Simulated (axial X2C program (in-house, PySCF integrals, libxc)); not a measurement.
## Potential curves of SbCl, with spin–orbit coupling

Computed with an in-house all-electron X2C program for linear molecules (integrals from PySCF). Two-component (2c) means X2C with spin–orbit coupling and atomic mean-field two-electron Coulomb and Gaunt terms. Basis: Sb dyall-cv3z [11s12p8d4f1g], Cl dyall-av3z [9s8p3d2f] (cores contracted in-house); Gaussian nuclei, density fitting, unrestricted open shells. Masses: Sb 120.904 u, Cl 34.969 u.

State: Ω = 1 (⟨Sz⟩ = 1.00, ⟨Lz⟩ = 0.00 at HF). Energies in eV from the fragments at the same level (Sb + Cl). Fits are polynomials in 1 − R0/R over 0.85 to 1.23 times the lowest point R0.

| R (Å) | MP2 |
| --- | --- |
| 2.0480 | -1.9405 |
| 2.1421 | -2.5076 |
| 2.2128 | -2.7441 |
| 2.2834 | -2.8616 |
| 2.3540 | -2.8901 |
| 2.4364 | -2.8410 |
| 2.5188 | -2.7287 |
| 2.6247 | -2.5235 |
| 2.7542 | -2.2173 |

Correlated methods: 22 electrons correlated (number of frozen shells: Sb 4 s, 3 p, 1 d; Cl 2 s, 1 p), 256 virtual spin orbitals or spinors in MP2.

Occupations by symmetry block were frozen at the best pattern of an incomplete PBE0 search. Dissociation energies refer to the lowest single-determinant-based atoms at the same level and basis. PBE0 can misorder states that lie within some tenths of an eV, so this need not be the ground state of the molecule. The nearest other 2c determinant of the search, Ω = 0, lies 0.40 eV up at the distance of the search. With several unpaired electrons one determinant need not be a pure state. Open-shell Ω = 0 determinants with evenly filled partner blocks cannot be reached by this program, so the Ω shown need not be the lowest component. This is the Ω = 1 component of a π² triplet; the 0⁺ component is not one determinant and can lie lowest. Some points did not converge and are left out. MP2 and coupled cluster on one determinant become unreliable at the stretched end.

(1) Fit the MP2 curve near its minimum: give the equilibrium distance, the harmonic wavenumber and the well depth.

## Answers

(1) At MP2, 2c: Re = 2.346 Å, ωe ≈ 370 cm⁻¹, De = 2.89 eV to Sb + Cl; Be follows as 0.113 cm⁻¹.
